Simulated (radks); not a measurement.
Ni, 28 electrons, occupied as [Ar] 3d8 4s1 4p1 (not the ground configuration).

Calculated with a radial shooting solver on a logarithmic mesh with Libxc functionals: non-relativistic Kohn-Sham, LDA (Slater exchange, Perdew-Wang correlation), spin-unpolarised, spherical densities, point nucleus.

Energy parts (hartree):
part                       energy
total                 -1505.40328
kinetic                1503.71009
electron-nucleus      -3593.90764
Hartree                 644.94206
exchange-correlation    -60.14779

Orbitals (lengths in bohr, moments of r in powers of bohr):
| orbital | occ. | eigenvalue (hartree) | <r^4> | <1/r> |
|---|---|---|---|---|
| 1s | 2 | -297.9409 | 0.00004162 | 27.47 |
| 2s | 2 | -35.37870 | 0.009237 | 5.937 |
| 2p | 6 | -30.93482 | 0.006714 | 5.904 |
| 3s | 2 | -4.02060 | 0.6962 | 1.885 |
| 3p | 6 | -2.66410 | 0.9362 | 1.759 |
| 3d | 8 | -0.41681 | 5.184 | 1.373 |
| 4s | 1 | -0.25449 | 133.3 | 0.4761 |
| 4p | 1 | -0.08314 | 677.1 | 0.3296 |

The highest occupied level is 4p at -2.262 eV. The density falls to 0.001 e/bohr^3 at r = 4.57 bohr. Summed over all electrons, <r^2> = 44.27 bohr^2, which gives a Langevin (diamagnetic) susceptibility term of -35.1 x 10^-6 cm^3/mol. Virial ratio -V/T = 2.00113.
